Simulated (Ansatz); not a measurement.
C$_{2}$H$_{4}$ClIn (`C=[CH][InH][Cl]`) at its PBE0-D4/def2-TZVP geometry, where that method's forces vanish. The species carries charge 0 and has multiplicity 1. In: def2 effective core potential.

```xyz
8

C    -1.4250   -0.0264   -0.2036
C    -0.4665   -0.2762    0.6839
In    1.5593    0.0460    0.1725
Cl    1.6576    0.8441   -2.0422
H    -1.2045    0.3433   -1.2016
H    -2.4769   -0.1810    0.0297
H    -0.7400   -0.6458    1.6692
H     3.0959   -0.1040    0.8920
```

**Question.** What forces (eV/Å) does ωB97M-V/def2-TZVPP give on these atoms in Ansatz? (An estimate is asked.)

**Answer.** Ansatz gave: 
```
C1  -0.059  0.008 -0.031
C2   0.045 -0.025  0.073
In3  0.056  0.006 -0.004
Cl4 -0.005 -0.008  0.019
H5  -0.007 -0.029  0.086
H6   0.100  0.010 -0.014
H7  -0.020  0.035 -0.098
H8  -0.110  0.003 -0.032
```
